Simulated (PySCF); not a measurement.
C$_{2}$H$_{8}$GaN (SMILES [CH3][Ga]([CH3])[NH2]), singlet, geometry from GFN2-xTB (such geometries of metal compounds can be far from the true shape).

PySCF was given this input:
```python
from pyscf import gto, scf, dft, solvent

mol = gto.M(
    atom='''
Ga   -0.007613    0.004597   -0.007181
C    -1.478842   -1.387786   -0.184939
H    -1.051686   -2.366721   -0.415603
H    -2.187884   -1.126678   -0.973419
H    -2.031766   -1.480517    0.753206
C     0.145010    1.801208   -0.945111
H     0.398066    1.669015   -2.000028
H     0.924754    2.408539   -0.480144
H    -0.797772    2.351635   -0.900951
N     1.345046   -0.421530    1.142510
H     2.147372    0.157166    1.356623
H     1.422587   -1.284782    1.665651
''',
    basis='6-31g',
    charge=0,
    spin=0,
    verbose=4,
)

mf = dft.RKS(mol)
mf.xc = 'm062x'
mf.kernel()
```

Task: What HOMO energy does M062X/6-31G (PySCF) give?

Result: -8.17 eV

Task: What is the computed Mulliken (on the basis functions themselves) charges in atom order (M062X/6-31G)?

Result: Ga1 0.90, C2 -0.76, H3 0.17, H4 0.16, H5 0.17, C6 -0.75, H7 0.16, H8 0.16, H9 0.16, N10 -1.00, H11 0.31, H12 0.31

Task: Give the nuclear repulsion energy at the level M062X/6-31G.

Result: 272.2341 Eh

Task: What is the computed total energy (M062X/6-31G)?

Result: -2060.231892 Ha

Task: What is the computed number of basis functions (M062X/6-31G)?

Result: 70
